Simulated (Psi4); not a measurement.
C2H6N (SMILES [CH2-]CN), charge -1, singlet, at a GFN2-xTB geometry (a gas-phase anion, which may not be bound at this level); B3LYP5/6-311G** run with Psi4.

Input for Psi4:
```
memory 2 GB

molecule {
-1 1
  C     1.34206891   -0.30342750   -0.00661096
  C     0.14876589    0.55092354   -0.00453656
  N    -1.30721820   -0.07433856    0.00884616
  H     1.32777328   -0.97632740    0.89192972
  H     1.31633528   -0.98796197   -0.89606266
  H     0.10851373    1.19267402   -0.89918986
  H     0.11990906    1.20426517    0.88213160
  H    -1.32833243   -0.69336521    0.82186557
  H    -1.33868028   -0.70389088   -0.79571234
}

set basis 6-311g**

energy('b3lyp5')
print_variables()
```

What the program printed (banner, timings and long lists left out):

```
   => Loading Basis Set <=

    Name: 6-311G**
    Role: ORBITAL
    Keyword: BASIS

         ---------------------------------------------------------
                                   SCF
               by Justin Turney, Rob Parrish, Andy Simmonett
                          and Daniel G. A. Smith
                              RKS Reference
         ---------------------------------------------------------

  ==> Geometry <==

    Molecular point group: c1
    Full point group: C1

    Geometry (in Angstrom), charge = -1, multiplicity = 1:

       Center              X                  Y                   Z               Mass
    ------------   -----------------  -----------------  -----------------  -----------------
         C            1.346789197181    -0.325148935918    -0.006499814798    12.000000000000
         C            0.153486177181     0.529202104082    -0.004425414798    12.000000000000
         N           -1.302497912819    -0.096059995918     0.008957305202    14.003074004430
         H            1.332493567181    -0.998048835918     0.892040865202     1.007825032230
         H            1.321055567181    -1.009683405918    -0.895951514798     1.007825032230
         H            0.113234017181     1.170952584082    -0.899078714798     1.007825032230
         H            0.124629347181     1.182543734082     0.882242745202     1.007825032230
         H           -1.323612142819    -0.715086645918     0.821976715202     1.007825032230
         H           -1.333959992819    -0.725612315918    -0.795601194798     1.007825032230

  Running in c1 symmetry.

  Rotational constants: A =      1.12803  B =      0.29224  C =      0.26518 [cm^-1]
  Rotational constants: A =  33817.34156  B =   8761.28069  C =   7949.96667 [MHz]
  Nuclear repulsion =   74.542813780633708

  Charge       = -1
  Multiplicity = 1
  Electrons    = 26
  Nalpha       = 13
  Nbeta        = 13

  ==> Algorithm <==

  SCF Algorithm Type is DF.
  DIIS enabled.
  MOM disabled.
  Fractional occupation disabled.
  Guess Type is SAD.
  Energy threshold   = 1.00e-06
  Density threshold  = 1.00e-06
  Integral threshold = 1.00e-12

  ==> Primary Basis <==

  Basis Set: 6-311G**
    Blend: 6-311G**
    Number of shells: 48
    Number of basis functions: 90
    Number of Cartesian functions: 93
    Spherical Harmonics?: true
    Max angular momentum: 2

  ==> DFT Potential <==

   => LibXC <=

    Version 7.1.2
[...]
   @DF-RKS iter   5:  -134.43723627153599   -2.15742e-02   3.16045e-04 DIIS/ADIIS
   @DF-RKS iter   6:  -134.43758619536067   -3.49924e-04   5.43997e-05 DIIS
   @DF-RKS iter   7:  -134.43759690755476   -1.07122e-05   1.63863e-05 DIIS
   @DF-RKS iter   8:  -134.43759766134576   -7.53791e-07   8.50242e-06 DIIS
   @DF-RKS iter   9:  -134.43759794189097   -2.80545e-07   1.09043e-06 DIIS
   @DF-RKS iter  10:  -134.43759794748902   -5.59805e-09   1.74189e-07 DIIS
  Energy and wave function converged.

  ==> Post-Iterations <==

   Electrons on quadrature grid:
      Ntotal   =   26.0000558475 ; deviation = 5.585e-05

    Orbital Energies [Eh]
    ---------------------

    Doubly Occupied:

[...]
      13A      0.082493

    Virtual:

[...]
    Final Occupation by Irrep:
              A
    DOCC [    13 ]
    NA   [    13 ]
    NB   [    13 ]

  @DF-RKS Final Energy:  -134.43759794748902

   => Energetics <=

    Nuclear Repulsion Energy =             74.5428137806337077
    One-Electron Energy =                -333.9599788315360911
    Two-Electron Energy =                 141.2475518569250426
    DFT Exchange-Correlation Energy =     -16.2679847535116657
    Empirical Dispersion Energy =           0.0000000000000000
    VV10 Nonlocal Energy =                  0.0000000000000000
    Total Energy =                       -134.4375979474889959

Computation Completed

Properties will be evaluated at   0.000000,   0.000000,   0.000000 [a0]

Properties computed using the SCF density matrix

 Multipole Moments:

 ------------------------------------------------------------------------------------
     Multipole            Electronic (a.u.)      Nuclear  (a.u.)        Total (a.u.)
 ------------------------------------------------------------------------------------

 L = 1.  Multiply by 2.5417464519 to convert [e a0] to [Debye]
 Dipole X            :         -1.4929617            0.2230013           -1.2699604
 Dipole Y            :          1.0035347           -1.0261890           -0.0226544
 Dipole Z            :          0.0030206            0.0052509            0.0082715
 Magnitude           :                                                    1.2701894

 ------------------------------------------------------------------------------------

  Variable Map:
  ----------------------------------------------------------------------------
[...]
  Array Variable Map:
  ----------------------------------------------------------------------------
[...]
[...]
```
